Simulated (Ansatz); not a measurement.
Cartesian coordinates (Å):
```xyz
11

C      1.4862    -0.0183     0.1437
B     -0.0330     0.3733     0.1171
C     -1.1508    -0.6429    -0.3312
O     -0.3485     1.6438     0.4990
H      1.6710    -0.6895     0.9914
H      1.7799    -0.5794    -0.7483
H      2.1456     0.8442     0.2547
H     -1.0869    -0.7919    -1.4158
H     -2.1729    -0.3237    -0.1059
H     -0.9970    -1.6309     0.1124
H     -1.2935     1.8153     0.4828
```
Charge 0, multiplicity 1.

Computed with frozen-core CCSD(T)/cc-pVTZ // PBE0-D4/def2-TZVP (Ansatz, an electronic-structure program).

- HF energy = -179.49992 Ha
- MP2 correlation energy = -0.70160 Ha

Question: Estimate the CCSD correlation energy, the (T) correction, the total energy and the T1 diagnostic.

Answer: 
```
Property                        Result
-----------------------  -------------
CCSD correlation energy    -0.73842 Ha
(T) correction             -0.02709 Ha
CCSD(T) total energy     -180.26543 Ha
T1 diagnostic                    0.011
```
